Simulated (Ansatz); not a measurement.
`F[CH](F)[GaH2]` + H₂O → `[OH][GaH2]` + difluoromethane at 298.15 K and 1 bar (formal hydrolysis of a Ga–C bond).

Computed with Ansatz on PBE0-D4/def2-TZVP structures; ΔE is electronic, products minus reactants. CBS: MP2 limit from def2 TZ/QZ plus the TZ coupled-cluster correction, frozen cores. This one scheme is used for every species. For Ga outer-core shells are correlated without core-valence functions, which leaves a few kJ/mol of doubt a bond. Scalar relativity is left out up to krypton.

```json
{"species": "`F[CH](F)[GaH2]`", "CCSD(T)/CBS energy (Eh)": "-2163.33500", "H − E (kJ/mol)": "108.7", "S (J/(mol·K))": "333.1"}
{"species": "H₂O", "CCSD(T)/CBS energy (Eh)": "-76.37941", "H − E (kJ/mol)": "66.4", "S (J/(mol·K))": "188.7"}
{"species": "`[OH][GaH2]`", "CCSD(T)/CBS energy (Eh)": "-2000.92981", "H − E (kJ/mol)": "82.7", "S (J/(mol·K))": "263.1"}
{"species": "`FCF`", "CCSD(T)/CBS energy (Eh)": "-238.82660", "H − E (kJ/mol)": "97.1", "S (J/(mol·K))": "246.5"}
```

H − E and S are ideal-gas, rigid-rotor, harmonic terms from PBE0-D4/def2-TZVP, for one conformer and one mirror image of each species. 1 Eh = 2625.50 kJ/mol, R = 8.31446 J/(mol·K).

Q: By hand: ΔE, ΔH, ΔS and ΔG.

A: ΔE = (-2000.92981) + (-238.82660) − (-2163.33500) − (-76.37941) = -0.04200 Eh = -110.3 kJ/mol. Δ(H − E) = 82.7 + 97.1 − 108.7 − 66.4 = 4.7, so ΔH = -105.6 kJ/mol. ΔS = 263.1 + 246.5 − 333.1 − 188.7 = -12.2 J/(mol·K). ΔG = -105.6 − 298.15 × (-12.2)/1000 = -102.0 kJ/mol.

Q: By hand: the equilibrium constant, and the temperature at which ΔG would vanish if ΔH and ΔS stayed fixed.

A: log₁₀ K = −ΔG/(RT ln 10) = 17.9. ΔG = 0 at ΔH/ΔS = 8656 K, far beyond where these terms or the molecules hold.

The number of gas molecules stays the same, so ΔS is small and ΔH decides. A doubt of 5 kJ/mol in ΔE shifts log₁₀ K by 0.9 here. Other conformers and mirror images would add mixing entropy, several J/(mol·K) or more a flexible species. Modes under 60 cm⁻¹, often nearly free rotors, make the harmonic entropy too high. These are equilibria of isolated gas molecules and say nothing of rates. Largest T1 diagnostic: 0.015 (customary marks: 0.02 for closed shells, 0.045 for open ones).
